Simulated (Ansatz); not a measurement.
Single points on cyclo-(H2GeS)2 (Ge2H4S2).

```yaml
crystal:
  periodic: [false, false, false]
  atoms:
    - {symbol: Ge, position_ang: [1.427237, 0.044445, 0.400980]}
    - {symbol: H, position_ang: [2.142475, -1.069879, 1.182908]}
    - {symbol: H, position_ang: [2.381893, 1.208929, 0.089116]}
    - {symbol: S, position_ang: [-0.430011, 0.742092, 1.448340]}
    - {symbol: Ge, position_ang: [-1.427215, -0.044233, -0.401074]}
    - {symbol: H, position_ang: [-2.379385, -1.210352, -0.087650]}
    - {symbol: H, position_ang: [-2.145297, 1.068286, -1.182936]}
    - {symbol: S, position_ang: [0.430302, -0.739296, -1.449673]}
basis:
  gaussian: {orbitals: def2-TZVPD, initial_orbitals: start.molden}
hamiltonian: {xc: pbe0, dispersion: d4}
scf: {omitted_lower_state_checks: [starts]}
output: {orbitals: {seedname: orbitals}}
```

The file start.molden holds the orbitals of an earlier run on this structure, at another level or in another basis.

```sh
$ ansatz run in.yaml --threads 2 --pin off --events-out ev --progress --plain --max-ram 32768MiB --backend cpu
```

Output, abridged:

```
Functional definition: PBE0
1686 factors; their error is unknown
mean field evaluation 1: about -134753.3210 eV, gradient 8.7e0 eV
mean field evaluation 2: about -134753.3718 eV, gradient 1.0e-1 eV
mean field evaluation 4: about -134753.8832 eV, gradient 2.8e-4 eV
mean field -134753.88318502 eV, -4952.1138675868 hartree, gradient 1.7e-5 eV, S^2 0.000000; 0 other end points of the search recorded, 0 dependent functions left out
reference -134753.88323617 eV, -4952.1138694666 hartree; 50, 50 occupied and 186, 186 virtual orbitals, 1686 factors
Total energy: -134754.13071484 eV, -4952.1229641399 hartree
Checks for a lower state left out: starts
```

Run time 8 s (2 threads of AMD EPYC 7R13 on a shared host), peak host memory 1 GiB.

The first input with `gaussian: {orbitals: def2-TZVP, initial_orbitals: start.molden}`, `hamiltonian: {xc: {name: r2SCAN0}, dispersion: d4}` (abridged; 8.5 s):

```
Functional definition: r2SCAN0
mean field -134772.44946327 eV, -4952.7961657279 hartree, gradient 2.0e-5 eV, S^2 0.000000
Total energy: -134772.52767932 eV, -4952.7990401146 hartree
Checks for a lower state left out: starts
```

First input, but with `gaussian: {orbitals: def2-TZVP, initial_orbitals: start.molden}`, `hamiltonian: {xc: {name: CAM-B3LYP}, dispersion: d4}` (abridged; 6 s):

```
Functional definition: CAM-B3LYP
mean field -134782.44960732 eV, -4953.1636642435 hartree, gradient 1.6e-5 eV, S^2 0.000000
Total energy: -134782.70899629 eV, -4953.1731966121 hartree
Checks for a lower state left out: starts
```

The first input with `gaussian: {orbitals: def2-TZVP, initial_orbitals: start.molden}`, `hamiltonian: {xc: pbe}`, `correlation: {method: rpa}` and without the key `output` (abridged; 5.5 s):

```
Functional definition: PBE
mean field -134748.97822403 eV, -4951.9336135952 hartree, gradient 1.4e-6 eV, S^2 0.000000
28 core orbitals not correlated: weight in the atoms' cores, before any rotation towards them, 1.000 or more for the frozen orbitals, at most 0.000 for the correlated occupied ones
Total energy: -134682.86387426 eV, -4949.5039560550 hartree
Checks for a lower state left out: starts
```

Geometry: PBE0-D4/def2-SVP.

Correlated methods freeze 28 core orbitals; core or outer-core shells of Ge are correlated, in sets that lack core-valence functions.
